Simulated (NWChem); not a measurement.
Everything below was run with NWChem. System: H₂F₂Ge, charge 1, spin multiplicity 2, at the geometry of a parent with another charge or spin, in a state set for the comparison that need not be this species' ground state. Its SCF solution wasn't tested for a lower state. Level: UB3LYP/def2-TZVPD, VWN1-RPA local correlation.

Job file:

```
start mol
memory heap 200 mb stack 900 mb global 1100 mb
charge 1
geometry units angstroms nocenter noautoz
  Ge     0.000000     0.000000     0.334201
  F     -1.372309     0.000000    -0.717317
  F      1.372309     0.000000    -0.717317
  H      0.000000    -1.318181     1.108642
  H      0.000000     1.318181     1.108642
  symmetry group C2v
end
basis spherical
  * library def2-tzvpd
end
dft
  xc b3lyp
  odft
  mult 2
  semidirect memsize 60000000 filesize 0
  iterations 100
end
task dft energy
```

Part of the output:

```
             Northwest Computational Chemistry Package (NWChem) 7.3.0
             --------------------------------------------------------

                                NWChem Input Module
                                -------------------

 Scaling coordinates for geometry "geometry" by  1.889725989
 (inverse scale =  0.529177249)

 Turning off AUTOSYM since
 SYMMETRY directive was detected!

                             Geometry "geometry" -> ""
                             -------------------------

 Output coordinates in angstroms (scale by  1.889725989 to convert to a.u.)

  No.       Tag          Charge          X              Y              Z
 ---- ---------------- ---------- -------------- -------------- --------------
    1 Ge                  32.0000     0.00000000     0.00000000     0.33420100
    2 F                    9.0000    -1.37230900     0.00000000    -0.71731700
    3 F                    9.0000     1.37230900     0.00000000    -0.71731700
    4 H                    1.0000     0.00000000    -1.31818100     1.10864200
    5 H                    1.0000     0.00000000     1.31818100     1.10864200

 Effective nuclear repulsion energy (a.u.)     221.4995802660

            Nuclear Dipole moment (a.u.)
            ----------------------------
        X                 Y               Z
 ---------------- ---------------- ----------------
     0.0000000000     0.0000000000     0.0000188973

      Symmetry information
      --------------------

 Group name             C2v
 Group number             16
 Group order               4
 No. of unique centers     3

      Symmetry unique atoms

     1    2    4


 Summary of "ao basis" -> "" (spherical)
 ------------------------------------------------------------------------------
       Tag                 Description            Shells   Functions and Types
 ---------------- ------------------------------  ------  ---------------------
 *                         def2-tzvpd                 on all atoms

                                 NWChem DFT Module
                                 -----------------
[...]
    beta     51     52     53     54     55     57     56     58     59     60
 overlap   1.000  1.000  0.995  0.998  1.000  0.998  0.993  1.000  0.993  0.997

   alpha     61     62     63     64     65     66     67     68     69     70
    beta     61     62     63     64     66     65     67     68     69     70
 overlap   0.999  1.000  1.000  1.000  0.999  1.000  0.999  0.999  0.999  1.000

   alpha     71     72     73     74     75     76     77     78     79     80
    beta     71     72     73     74     75     76     77     78     79     80
 overlap   1.000  0.999  1.000  0.999  0.999  1.000  0.999  0.999  0.991  1.000

   alpha     81     82     83     84     85     86     87     88     89     90
    beta     81     82     83     84     85     86     87     88     89     90
 overlap   0.723  0.716  0.999  0.999  0.998  0.999  0.998  1.000  1.000  1.000

   alpha     91     92     93     94     95     96     97     98     99    100
    beta     91     92     93     94     95     96     98     97     99    100
 overlap   0.998  0.999  1.000  0.999  1.000  0.998  1.000  0.999  1.000  1.000

   alpha    101    102    103    104    105    106    107    108    109    110
    beta    101    102    103    104    105    106    107    108    109    110
 overlap   0.993  1.000  1.000  0.981  0.996  0.983  1.000  0.995  1.000  0.998

   alpha    111    112    113    114    115    116    117    118    119    120
    beta    111    112    113    114    115    116    118    117    119    120
 overlap   0.991  1.000  0.991  0.998  1.000  1.000  1.000  1.000  1.000  1.000

   alpha    121    122    123    124    125    126    127    128    129    130
    beta    121    122    123    124    125    126    127    128    129    130
 overlap   1.000  1.000  1.000  1.000  1.000  1.000  0.998  0.859  0.997  0.999

   alpha    131    132    133    134    135    136    137    138    139    140
    beta    131    132    133    134    135    137    136    138    139    140
 overlap   0.941  0.859  0.941  1.000  0.999  1.000  0.999  0.999  0.999  0.999

   alpha    141    142    143    144    145    146    147    148    149    150
    beta    141    142    144    143    146    145    147    148    149    150
 overlap   0.999  1.000  1.000  0.999  1.000  0.999  1.000  0.999  1.000  1.000

   alpha    151    152
    beta    151    152
 overlap   1.000  1.000

     --------------------------
     Expectation value of S2:
     --------------------------
      <S2> =      0.7610 (Exact =     0.7500)

 center of mass
 --------------
 x =   0.00000000 y =   0.00000000 z =  -0.00524690

 moments of inertia (a.u.)
 ------------------
         120.653049616895           0.000000000000           0.000000000000
           0.000000000000         363.679665793732           0.000000000000
           0.000000000000           0.000000000000         268.041177154173

     Multipole analysis of the density
     ---------------------------------

     L   x y z        total         alpha         beta         nuclear
     -   - - -        -----         -----         ----         -------
     0   0 0 0      1.000000    -26.000000    -25.000000     52.000000

     1   1 0 0      0.000000      0.000000     -0.000000      0.000000
     1   0 1 0      0.000000      0.000000     -0.000000      0.000000
     1   0 0 1      1.651891      0.469272      1.182601      0.000019

     2   2 0 0    -19.394743    -71.714822    -68.732487    121.052566
     2   1 1 0     -0.000000     -0.000000     -0.000000      0.000000
     2   1 0 1     -0.000000      0.000000     -0.000000      0.000000
     2   0 2 0    -14.560370    -15.679761    -11.290780     12.410171
     2   0 1 1     -0.000000     -0.000000      0.000000      0.000000
     2   0 0 2    -15.931082    -37.092282    -33.454838     54.616037

 Task  times  cpu:       10.3s     wall:       10.3s

 Total times  cpu:       10.4s     wall:       10.4s
```
